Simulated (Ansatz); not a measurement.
Harmonic frequencies (cm⁻¹) at PBE0-D4/def2-TZVP from Ansatz: 40, 73, 109, 201, 211, 270, 374, 390, 394, 573, 610, 757, 820, 863, 910, 920, 1039, 1041, 1094, 1112, 1180, 1230, 1266, 1317, 1342, 1360, 1364, 1414, 1459, 1461, 1480, 1494, 2381, 2381, 3052, 3062, 3065, 3066, 3095, 3109, 3112, 3120.

Each molecule was computed in one conformer, which needn't be the lowest.

Question: Which molecule is it?
A. `C1=CC2(C=C1)CC2`
B. `N#CCCCCC#N`
C. `CC1C=CCC1`
D. `NNc1ccccc1`

Answer: B.
